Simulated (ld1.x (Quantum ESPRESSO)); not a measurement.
# Hg: PAW pseudisation with Wu–Cohen, scalar-relativistic reference atom.

- Element: mercury
- Generator: ld1.x (Quantum ESPRESSO) 7.5
- Type: PAW
- Functional: Wu–Cohen
- Relativity: scalar-relativistic
- Frozen core: [Xe] 4f14
- Valence charge: 12
- Reference configuration: 5d10 6s2 6p0
- Partial waves: 6s (bound): rcut 2.20, rcutus 2.35 bohr; 6s channel at 1.45 Ry: rcut 2.20, rcutus 2.35 bohr; 6p (bound, empty): rcut 2.20, rcutus 2.60 bohr; 6p channel at 1.1 Ry: rcut 2.20, rcutus 2.60 bohr; 5d (bound): rcut 1.75, rcutus 2.40 bohr; 5d channel at 0.2 Ry: rcut 1.75, rcutus 2.40 bohr
- Local potential: all-electron potential smoothed inside 1.90 bohr (lloc = -1)
- Core correction: Bessel-smoothed model core, default radius (core density twice the valence density)
- Augmentation charge: BESSEL, radius 1.25 bohr

All-electron outer shells of the reference configuration (Wu–Cohen, scalar-relativistic, ld1.x):

```tsv
shell	level (eV)	outermost node (bohr)	outermost maximum (bohr)
4f	-95.96	–	0.37
5p	-66.54	0.51	0.93
5d	-9.87	0.55	1.17
6s	-6.87	1.08	2.21
6p	-0.98	1.28	3.26
```

Problem. Does the generator finish with these settings?

Solution. Yes, a potential is produced and its reference levels are reproduced.

Problem. Estimate the cutoffs (Ry, on a coarse ladder) from which the occupation-weighted sum of valence levels, in a spherical-Bessel basis at the reference potential, stays within 10 and 1 mRy of its value at 400 Ry.

Solution. 18 Ry and 35 Ry.

Problem. Does the potential have ghost states?

Solution. No extra level below or beside the all-electron valence levels (s, p, d, f tested).

Problem. Is the overlap operator S = 1 + Σ q|β⟩⟨β| positive definite (Bessel basis up to 400 Ry)?

Solution. Yes: its lowest eigenvalue is 0.12 (d channel).

Problem. Which valence shell sets the plane-wave cutoff?

Solution. 5d: its level needs 18 Ry to come within 1 mRy, against 8 Ry for 6s.

Its largest configuration-test error is +13 meV (5d10 6s1 6p0). Test run stopped at test 5 of 7 (negative rho), 1 before it not solved. Not counted: 5d9 6s0 6p0 (solver errors, printed error -701 eV).
